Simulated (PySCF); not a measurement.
A GIAO shielding run with PySCF (density fitting, non-relativistic, gas phase) on `O([C@@H](C(OCCC)=O)C)[SiH3]`, C6H14O3Si:

```
{"job": {"kind": "nmr", "xc": "PBE0", "basis": "pcSseg-1"}, "charge": 0, "multiplicity": 1}
C      4.080002     0.388566     0.500429
C      2.845344     0.366326    -0.391224
C      1.597443     0.033487     0.413321
O      0.470640     0.003546    -0.473759
C     -0.728964     0.100559     0.079114
O     -0.931582     0.218740     1.259962
C     -1.841921     0.019960    -0.951724
C     -1.962939    -1.440593    -1.406957
O     -3.035758     0.478548    -0.439145
Si    -3.542405     0.605555     1.107831
H      4.962992     0.621389    -0.088050
H      3.977930     1.139449     1.280144
H      4.227143    -0.579308     0.973572
H      2.965782    -0.379300    -1.178553
H      2.708993     1.338320    -0.867745
H      1.689033    -0.947841     0.892102
H      1.413336     0.780051     1.193062
H     -1.566573     0.649366    -1.810593
H     -2.187034    -2.070883    -0.549220
H     -2.778797    -1.522502    -2.120070
H     -1.037191    -1.767968    -1.872006
H     -3.433562    -0.639061     1.865057
H     -2.967150     1.739308     1.825237
H     -4.936498     0.884050     0.766769
```

Hardware: 1 thread of an Arm Neoverse V1, shared host. The job also computes population analyses, field gradients.

**Question.** How large is the calculation?

**Answer.** 88 electrons, 247 basis functions and 1302 auxiliary functions.

**Question.** How long does it take?

**Answer.** 66 s of wall time, with 14 SCF cycles and 5 response iterations. Times on a shared host scatter by some tens of per cent.
